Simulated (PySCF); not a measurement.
# Computed vibrations of LuOF

LuOF (singlet in the valence; each metal's 4f electrons, 14 of them, lie in its core potential, out of spins and levels). PySCF 2.14.0, RKS PBE0, Lu lcecp-1-SVP with ECP60, O def2-SVP, F def2-SVP; non-relativistic Hamiltonian with scalar-relativistic core potentials where named; density fitting; no spin-orbit coupling. Central differences of gradients.

```xyz
3

Lu    0.0357    0.0000   -0.1746
O     1.5364    0.0000    0.8307
F    -1.6222    0.0000    0.9088
```

Run from Python with OMP_NUM_THREADS=2. Where DIIS fails, smearing, a level shift and second-order steps follow.
It took 17 s on 2 threads of Arm Neoverse V1, with other jobs on the host.

Question: What are the harmonic wavenumbers and infrared intensities?

Answer: Modes are labelled in Cs; negative numbers are unstable modes, those under 60 cm⁻¹ near the noise; a finer grid moves soft modes by up to 10 cm⁻¹.
| cm⁻¹ | km/mol | symmetry |
| --- | --- | --- |
| 183 | 23.8 | a' |
| 572 | 106.5 | a' |
| 842 | 126.6 | a' |

Question: Is this a minimum?

Answer: Yes. Ideal gas at 298.15 K and 1 bar: S = 289.3 J/(mol K), Cp = 48.1 J/(mol K), H − H(0 K) = 12.1 kJ/mol (rigid rotor, harmonic modes, spin degeneracy alone, that of the 4f electrons in the core included).

An lcecp potential fixes the number of 4f electrons, so in runs with it no electron can move into or out of that shell.
